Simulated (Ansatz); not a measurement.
Job for Ansatz (a quantum-chemistry and plane-wave program): U-CCSD(T)/cc-pV(T+d)Z on F2Si (SMILES F[Si]F), a point of a bond scan (R = 4.344 Å). Files ending in .json are basis or fitting sets from the Basis Set Exchange.

Ansatz 0.2 input:
```yaml
crystal:
  periodic: [false, false, false]
  atoms:
    - {symbol: Si, position_ang: [0.01300632, 0.00212733, 0.57701376]}
    - {symbol: F, position_ang: [2.70899174, -1.90180648, -2.24784728]}
    - {symbol: F, position_ang: [-1.03175149, 0.69972417, -0.42834589]}
basis:
  gaussian:
    orbitals: cc-pV_T+d_Z.json
correlation: {method: ccsd_t, electrons: outside_noble_gas}
scf: {omitted_lower_state_checks: [cluster_reference]}
magnetization: {spin_polarized: true, initial_magnetization: 0}
```

The head of its log:

```
WARN ansatz: RAYON_NUM_THREADS=1 ignored (pool sized by the plan → 1); use --threads N
Functional definition: HF
these checks for a lower state are left out or cut short: cluster_reference
integrals: 0.16 GiB planned
617 factors; integrals over basis functions are off by at most 9.6e-4 eV
mean field: 0.22 GiB planned
mean field evaluation 1: about -13267.0168 eV, gradient 3.5e1 eV
mean field evaluation 2: about -13267.0194 eV, gradient 3.5e1 eV
mean field evaluation 4: about -13268.8394 eV, gradient 2.7e1 eV
mean field evaluation 8: about -13271.3024 eV, gradient 4.7e-1 eV
mean field evaluation 16: about -13271.3274 eV, gradient 6.1e-2 eV
mean field evaluation 32: about -13271.3274 eV, gradient 5.2e-6 eV
mean field evaluation 64: about -13271.3289 eV, gradient 1.4e-1 eV
mean field evaluation 96: about -13274.3295 eV, gradient 4.2e-4 eV
mean field evaluation 128: about -13274.3450 eV, gradient 1.1e-3 eV
mean field evaluation 160: about -13274.3443 eV, gradient 3.1e-2 eV
mean field evaluation 192: about -13274.3462 eV, gradient 1.0e-1 eV
mean field evaluation 224: about -13274.2563 eV, gradient 4.1e0 eV
mean field evaluation 256: about -13274.3449 eV, gradient 4.0e-3 eV
mean field evaluation 288: about -13274.3108 eV, gradient 1.3e0 eV
mean field evaluation 320: about -13274.3461 eV, gradient 2.9e-2 eV
mean field evaluation 352: about -13271.3274 eV, gradient 5.0e-5 eV
mean field -13274.34630383 eV, -487.8232289908 hartree, gradient 1.8e-9 eV, S^2 1.027280; 21 other end points of the search recorded, 0 dependent functions left out
7 core orbitals not correlated
reference -13274.34630383 eV, -487.8232289908 hartree; 9, 9 occupied and 83, 83 virtual orbitals, 617 factors
```

Question: Predict the final total energy.

Answer: -488.3902 hartree (reference determinant -487.8232, T1 diagnostic 0.018). Its determinant has ⟨S²⟩ = 1.03, a mixture of spin states.
